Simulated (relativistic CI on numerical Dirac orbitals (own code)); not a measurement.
**Spin-orbit doublets in the photoemission of strontium**

Problem. Photoelectron lines from p, d and f shells are doublets, and peak fits need their splitting and area ratio. Find both for the 3d line of strontium, from the calculated spin-orbit constant ζ(3d) = 0.6973 eV of the closed-shell ion Sr²⁺ with one hole. Is the doublet resolved if instrument, lifetime and solid give each line a width of 1.0 eV (assumed)?

Working.
1. One hole with l = 2 gives j = 5/2 and j = 3/2. For a hole the level of higher j has the lower binding energy.
2. The splitting is (l + ½)ζ = 2.5 × 0.6973 = 1.743 eV.
3. The areas follow 2j + 1: 6 : 4, so the weaker line has 0.667 of the stronger one's area, if the radial matrix elements are equal.
4. Splitting over width is 1.74: two separate peaks.

Check. The difference of tabulated binding energies of the element (M4 less M5; Elam, Ravel and Sieber, Radiat. Phys. Chem. 63, 121 (2002), rounded to 0.1 eV or more) is 1.8 eV.

All doublets of Sr²⁺, calculated as differences of Dirac-Coulomb-Breit total energies with one hole (eV):

| Shell | Calculated | Without Breit and QED | Tabulated, element |
| --- | --- | --- | --- |
| 2p | 67.36 | 68.43 | 67.0 |
| 3p | 10.64 | 10.82 | 10.3 |
| 3d | 1.749 | 1.825 | 1.8 |
| 4p | 1.215 | 1.236 | 1.5 † |

The Breit and QED terms lower the splittings by 1.6 to 4.2 %. † marks rows where calculation and table differ by more than 10 %: outer shells contract in the ion, shallow p and d holes are shifted by correlation that this model lacks, and small tabulated differences suffer from rounding or from errors of the compilation.
